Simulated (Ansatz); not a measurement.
## C2H2 ··· AsH3

The pair of C2H2 (SMILES C#C, atoms 1–4) and AsH3 (SMILES [AsH3], atoms 5–8), both closed shells, in one local arrangement (a lower one may exist), relaxed at PBE0-D4/def2-TZVP:

```xyz
8
angstrom
C -0.2286 0.2682 -2.0317
C 0.7260 -0.4080 -1.7763
H -1.0777 0.8694 -2.2586
H 1.5743 -1.0094 -1.5464
As 0.2562 -0.2733 1.7443
H -0.1876 -0.0401 3.1835
H 0.0950 1.1957 1.3905
H -1.1576 -0.6024 1.2947
```

Program: Ansatz 0.2.0. Basis: def2-TZVPPD, with def2-QZVPPD for the basis limit. Cores are frozen in the correlated methods. Filled d shells of the heavier atoms are correlated. The def2 sets are not built for correlating such inner shells, so the correlated values are less sure here. B3LYP uses VWN-RPA correlation. Extrapolation: Hartree–Fock as exp(−7.88 √X), correlation as X^−2.97. Interaction energies count from these two fragments, frozen as in the pair, with the counterpoise correction; negative means bound.

Task: What is the interaction energy by CCSD(T) at an estimated basis limit (MP2 extrapolated from triple and quadruple zeta, plus CCSD(T) − MP2 in triple zeta)? (An estimate is asked for; the value comes from the calculation.)

Result: The calculation gives: -5.4 kJ/mol. Hartree–Fock alone gives 2.1 kJ/mol at the basis limit, so without correlation the pair would not bind at this distance. It counts from the two fragments frozen as in the pair.

The same quantity by other methods in triple zeta, and each one's difference from that estimate:
| method | E_int (kJ/mol) | difference |
| --- | --- | --- |
| PBE-D4 | -7.0 | -1.5 |
| revPBE-D4 | -6.5 | -1.0 |
| BLYP-D4 | -5.9 | -0.5 |
| r2SCAN-D4 | -5.5 | -0.1 |
| B97M-V | -6.0 | -0.5 |
| PBE0-D4 | -6.6 | -1.2 |
| B3LYP-D4 | -6.3 | -0.8 |
| HSE06-D4 | -6.6 | -1.1 |
| wB97X-V | -5.7 | -0.3 |
| wB97M-V | -5.7 | -0.3 |
| B2PLYP | -1.6 | 3.8 |
| HF | 2.1 | 7.6 |
| MP2 | -5.5 | -0.1 |
| CCSD | -3.1 | 2.3 |
| CCSD(T) | -4.2 | 1.2 |
Differences are method less estimate.

Basis-set superposition shift (counterpoise-corrected less uncorrected): CCSD(T) 2.1; MP2 2.2; HF 0.4; PBE0-D4 0.4; wB97M-V 0.6 kJ/mol.

The T1 diagnostic stays at or below 0.014.

For scale, one of the runs: CCSD(T)/def2-TZVPPD, 213 basis functions, launched by `ansatz run in.yaml --threads 4 --pin off --events-out ev --progress --plain --max-ram 9574MiB`. The run took 74 s on 4 CPU threads of an Arm Neoverse V1 (shared host), with 3 GiB of host memory at its peak.
